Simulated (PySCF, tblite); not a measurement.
Isomers of C8H9ClO2, one GFN2-xTB conformer each. Single-point energies are computed at PBE0/pcSseg-1 (PySCF, gas phase, no added dispersion term), electronic only.

| SMILES | GFN2-xTB relative energy (kcal/mol) |
| --- | --- |
| CC(C)c1ccoc1C(=O)Cl | 0.0 |
| COc1ccc(OC)c(Cl)c1 | 7.9 |

Conformers: `[CH3:1][CH:2]([CH3:3])[c:4]1[cH:5][cH:6][o:7][c:8]1[C:9](=[O:10])[Cl:11]` with C1–C2–C4–C5 -95°, O7–C8–C9–O10 179°; `[CH3:1][O:2][c:3]1[cH:4][cH:5][c:6]([O:7][CH3:8])[c:9]([Cl:10])[cH:11]1` with C1–O2–C3–C4 180°, C5–C6–O7–C8 0°.

**Question.** What does PBE0/pcSseg-1 give for the same structures?

**Answer.** 
```json
{"SMILES": "CC(C)c1ccoc1C(=O)Cl", "PBE0/pcSseg-1 E (Eh)": "-920.16196", "PBE0/pcSseg-1 (kcal/mol)": "0.0", "GFN2-xTB (kcal/mol)": "0.0", "point group": "C1"}
{"SMILES": "COc1ccc(OC)c(Cl)c1", "PBE0/pcSseg-1 E (Eh)": "-920.13598", "PBE0/pcSseg-1 (kcal/mol)": "16.3", "GFN2-xTB (kcal/mol)": "7.9", "point group": "Cs"}
```

Both levels put the same isomer lowest. As drawn, the lower has a C=O bond, which the higher lacks.

**Question.** Which frontier levels, dipoles and rotational constants go with these structures?

**Answer.** 
| SMILES | HOMO (eV, PBE0/pcSseg-1) | LUMO (eV) | dipole (D) | A, B, C (MHz) |
| --- | --- | --- | --- | --- |
| CC(C)c1ccoc1C(=O)Cl | -7.42 | -1.99 | 4.59 | 1556, 703.5, 524.9 |
| COc1ccc(OC)c(Cl)c1 | -6.02 | -0.46 | 1.63 | 1535, 652.4, 460.5 |

**Question.** What happens when harmonic zero-point energies from GFN2-xTB frequencies are added?

**Answer.** 
```csv
SMILES,ZPE (kcal/mol),electronic (kcal/mol),with ZPE (kcal/mol)
CC(C)c1ccoc1C(=O)Cl,95.4,0.0,0.0
COc1ccc(OC)c(Cl)c1,94.5,16.3,15.4
```

The zero-point energies span 0.9 kcal/mol. The order is unchanged.
